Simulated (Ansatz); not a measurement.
Reaction (formal exchange of groups at the Se–Al bond): `C[Se][AlH][OH]` + `[GaH3]` → `C[Se][GaH2]` + `[OH][AlH2]`

Gas-phase electronic energies from Ansatz, PBE0-D4/def2-TZVP geometries. CCSD(T)/CBS is the MP2 limit (def2-TZVPP, def2-QZVPP) plus CCSD(T) − MP2 in def2-TZVPP, frozen cores. This one scheme is used for every species. Functionals use def2-TZVPP. For Ga, Se outer-core shells are correlated without core-valence functions, which leaves a few kJ/mol of doubt a bond. Scalar relativity is left out up to krypton. Each species was taken in one conformer, which may not be the lowest.

Is it downhill or uphill in electronic energy at CCSD(T)/CBS, and by how much? (An estimate is asked.)

Computed: Nearly level: ΔE = 0.00 eV.

What do these levels give: PBE-D4, PBE0-D4, ωB97M-V, PBE, r2SCAN, SCS-MP2/def2-TZVPP? (Best estimate.)

The calculation gave: PBE-D4 -0.01, PBE0-D4 0.02, ωB97M-V 0.04, PBE -0.01, r2SCAN 0.02, SCS-MP2/def2-TZVPP 0.01 eV.

Largest T1 diagnostic among the species: 0.013.

In def2-TZVPP, CCSD(T) changes the Hartree–Fock value by −0.04 eV (the triples alone add −0.01 eV) and MP2 by −0.04 eV.
